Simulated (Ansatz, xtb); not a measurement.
## C5H7Br: which of two isomers lies lower

Structure X: `C=C/C(Br)=C/C`, a singlet. Structure Y: `C=C/C=C(\C)Br`, a singlet. Both are isolated molecules in the gas phase, relaxed with PBE-D3(BJ)/def2-SVP; the shapes shown needn't be the lowest conformers.

X (Å):

```xyz
13

C    -1.2810    1.1214    0.6846
C    -1.0170   -0.1459    1.0669
C     0.2839   -0.7412    1.3567
C     0.4410   -2.0356    1.7368
C     1.6978   -2.7678    2.0615
Br    1.8174    0.4013    1.1780
H    -0.4750    1.8591    0.5521
H    -2.3147    1.4465    0.4962
H    -1.8545   -0.8561    1.1887
H    -0.5018   -2.6086    1.8103
H     1.8217   -3.6517    1.3989
H     1.6665   -3.1633    3.1001
H     2.5902   -2.1228    1.9581
```

Y (Å):

```yaml
atoms:
  - { symbol: C, position_ang: [-1.6978, -1.7035, -0.1020] }
  - { symbol: C, position_ang: [-0.6798, -1.1252, 0.5789] }
  - { symbol: C, position_ang: [0.0233, -1.7675, 1.6759] }
  - { symbol: C, position_ang: [1.0477, -1.2238, 2.3850] }
  - { symbol: C, position_ang: [1.6815, 0.1197, 2.2190] }
  - { symbol: Br, position_ang: [1.8237, -2.2635, 3.7951] }
  - { symbol: H, position_ang: [-2.0522, -2.7164, 0.1502] }
  - { symbol: H, position_ang: [-2.2046, -1.1832, -0.9281] }
  - { symbol: H, position_ang: [-0.3607, -0.1094, 0.2897] }
  - { symbol: H, position_ang: [-0.3118, -2.7821, 1.9468] }
  - { symbol: H, position_ang: [2.7655, 0.0211, 2.0019] }
  - { symbol: H, position_ang: [1.5942, 0.7156, 3.1513] }
  - { symbol: H, position_ang: [1.2103, 0.6888, 1.3950] }
```

Question: Which of the two would you expect CCSD(T)/def2-SVP + ΔMP2/def2-TZVPP electronic energies to favour?

Answer: CCSD(T)/def2-SVP + ΔMP2/def2-TZVPP gives E(Y) − E(X) = −0.001 eV, slightly favouring structure Y, which is too small a margin to settle the true order.

How the difference moves with the method:

```json
{"level": "GFN2-xTB", "geometry": "GFN2-xTB", "E(Y) − E(X) (eV)": "−0.012", "departure from the last row (eV)": "−0.011", "job, with rough time for the two": "optimisation, 0.13 s"}
{"level": "HF/STO-3G", "geometry": "GFN2-xTB", "E(Y) − E(X) (eV)": "+0.021", "departure from the last row (eV)": "+0.022", "job, with rough time for the two": "single point, 0.62 s"}
{"level": "r2SCAN-D4/def2-SVP", "geometry": "GFN2-xTB", "E(Y) − E(X) (eV)": "−0.012", "departure from the last row (eV)": "−0.010", "job, with rough time for the two": "single point, 6.6 s"}
{"level": "PBE-D3(BJ)/def2-SVP", "geometry": "PBE-D3(BJ)/def2-SVP", "E(Y) − E(X) (eV)": "−0.001", "departure from the last row (eV)": "0.000", "job, with rough time for the two": "optimisation, 29 s"}
{"level": "HF/def2-SVP", "geometry": "PBE-D3(BJ)/def2-SVP", "E(Y) − E(X) (eV)": "−0.036", "departure from the last row (eV)": "−0.034", "job, with rough time for the two": "part of the CCSD(T) run"}
{"level": "MP2/def2-SVP", "geometry": "PBE-D3(BJ)/def2-SVP", "E(Y) − E(X) (eV)": "−0.012", "departure from the last row (eV)": "−0.010", "job, with rough time for the two": "part of the CCSD(T) run"}
{"level": "CCSD(T)/def2-SVP", "geometry": "PBE-D3(BJ)/def2-SVP", "E(Y) − E(X) (eV)": "−0.016", "departure from the last row (eV)": "−0.014", "job, with rough time for the two": "single point"}
{"level": "CCSD(T)/def2-SVP + ΔMP2/def2-TZVPP", "geometry": "PBE-D3(BJ)/def2-SVP", "E(Y) − E(X) (eV)": "−0.001", "departure from the last row (eV)": "", "job, with rough time for the two": "single point, 2.1 min"}
```

As drawn, both hold the same kinds of bond in the same numbers.

The largest departure from CCSD(T)/def2-SVP + ΔMP2/def2-TZVPP is that of HF/def2-SVP, 0.034 eV. The last row adds to CCSD(T) the change of the MP2 difference between the two basis sets, here +0.014 eV.

With thermal terms from frequencies at re-optimised GFN2-xTB minima (ideal gas, soft modes damped towards free rotors, one conformer each, 298.15 K, 1 atm): on the last row, ΔE + ΔZPE = +0.002, ΔH = +0.003, ΔG = 0.000 eV.

The correlated steps freeze 14 core orbitals; the filled d shell of Br is correlated, in a basis made for valence electrons. Programs: Ansatz 0.2.0, xtb 6.7.1; the last row on 2 threads of Arm Neoverse V1 on a shared host.
